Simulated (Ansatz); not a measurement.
`[F][SnH]([F])[F]`. The species carries charge 0 and has multiplicity 1. Sn takes the def2 core potential. The geometry is a stationary point of PBE0-D4/def2-TZVP.

```xyz
5

F     0.949    0.632    1.453
Sn   -0.104    0.057   -0.009
F    -0.279   -1.812    0.219
F     1.009    0.262   -1.524
H    -1.576    0.861   -0.139
```

Question: What is the dipole moment at PBE/def2-TZVPP? (Best estimate.)

Answer: The calculation gave: 3.13 D, with components (-2.73, 1.50, -0.24) D in this frame, pointing from negative to positive charge.

Question: And with r2SCAN, B3LYP, ωB97M-V? (Estimate.)

Answer: Computed: r2SCAN 3.25 D, B3LYP 3.32 D, ωB97M-V 3.34 D.

Question: Give the Mulliken charges with PBE, ωB97M-V, B3LYP in def2-TZVPP. (An estimate is asked.)

Answer: Computed: 
| atom | PBE | ωB97M-V | B3LYP |
| --- | --- | --- | --- |
| F1 | -0.41 | -0.45 | -0.45 |
| Sn2 | 1.30 | 1.39 | 1.43 |
| F3 | -0.41 | -0.45 | -0.45 |
| F4 | -0.41 | -0.45 | -0.45 |
| H5 | -0.07 | -0.03 | -0.06 |

B3LYP here is the variant with VWN-RPA as its local correlation; programs differ in this.
